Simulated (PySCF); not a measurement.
## Multinuclear NMR of H12O2Si5

Bonds (- single, = double, # triple, : aromatic): O1-Si2, Si2-Si3, Si2-O4, O4-Si5, Si2-Si6, Si6-Si7. O1 carries H8; Si3 carries H9, H10, H11; Si5 carries H12, H13, H14; Si6 carries H15, H16; Si7 carries H17, H18, H19. Stereochemistry as in O[Si@@]([SiH3])(O[SiH3])[SiH2][SiH3]. H15 is pro-R; H16 is pro-S.

PySCF 2.14 calculation with geometry from GFN2-xTB and shielding tensors at PBE0/pcSseg-1 (GIAO); no solvent, single conformer, relativity neglected, averaged over atoms made equivalent by symmetry, fast rotation or ring inversion.

Question: Where does ²⁹Si resonate?

Answer: 
```
atoms                  environment  σ (ppm)  δ (ppm)
  Si2  silicon bonded to 2 O, 2 Si    334.7      4.8
  Si5     silicon bonded to O, 3 H    395.1    -44.8
  Si3    silicon bonded to Si, 3 H    464.0   -101.4
  Si7    silicon bonded to Si, 3 H    469.2   -105.7
  Si6  silicon bonded to 2 Si, 2 H    479.3   -114.0
```

Shieldings were converted by a linear fit to measured shifts: ²⁹Si (scatter 8.9 ppm rms, 25.8 ppm with the 6 outliers that the fit left out vs TMS, solution or neat liquid). Occasional misses reach two or three times the rms, and more in compound classes unlike the fitted ones.

On a 300 MHz spectrometer ²⁹Si resonates near 59.6 MHz, so 1 ppm is 59.6 Hz.

Question: Predict the ¹⁷O NMR data.

Answer: 
```tsv
atoms	environment	σ (ppm)	δ (ppm)
O1	oxygen bonded to Si, H	254.3	35.0
O4	oxygen bonded to 2 Si	267.1	23.4
```

Shieldings were converted by a linear fit to measured shifts: ¹⁷O: δ = 266.70 − 0.911σ (rms 10.7 ppm, 155 shifts, 12.2 ppm with the 3 outliers that the fit left out vs liquid water, solution or neat liquid). Occasional misses reach two or three times the rms, and more in compound classes unlike the fitted ones.

On a 400 MHz spectrometer ¹⁷O resonates near 54.2 MHz, so 1 ppm is 54.2 Hz.
